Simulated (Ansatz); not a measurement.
Gas-phase electronic energies from Ansatz, PBE0-D4/def2-TZVP geometries. CCSD(T)/CBS adds triple-zeta CCSD(T) − MP2 to the extrapolated MP2 energy (def2 sets, frozen cores). This one scheme is used for every species. For Se, Zn outer-core shells are correlated without core-valence functions, which leaves a few kJ/mol of doubt a bond. Scalar relativity is left out up to krypton. Each species was taken in one conformer, which may not be the lowest.

Reaction (formal exchange of groups at a Zn–Se bond): `[OH][Zn][SeH]` + BH₃ → `[BH2][Zn][OH]` + H₂Se

```json
{"species": "`[OH][Zn][SeH]`", "CCSD(T)/CBS(def2) energy (Eh)": "-4255.52022"}
{"species": "BH₃", "CCSD(T)/CBS(def2) energy (Eh)": "-26.55200"}
{"species": "`[BH2][Zn][OH]`", "CCSD(T)/CBS(def2) energy (Eh)": "-1880.12839"}
{"species": "H₂Se", "CCSD(T)/CBS(def2) energy (Eh)": "-2401.89790"}
```

(1) Work out ΔE.

Largest T1 diagnostic among the species: 0.017.

Answers

(1) ΔE = (-1880.12839) + (-2401.89790) − (-4255.52022) − (-26.55200) = 0.04593 Eh = +120.6 kJ/mol.

Leaving LDA and LC-ωPBE aside and taking each functional with its dispersion term where it has one, the values, not all of them listed here, spread over 25.3 kJ/mol, from PBE-D4 to BHLYP-D4. LDA lies −5.9 kJ/mol from PBE without D4. From r2SCAN to r2SCAN0 (25 % exact exchange), in def2-TZVPP and without D4, ΔE moves by +8.8 kJ/mol. In def2-TZVPP, CCSD(T) changes the Hartree–Fock value by −29.1 kJ/mol (the triples alone add −2.3 kJ/mol) and MP2 by −22.5 kJ/mol.
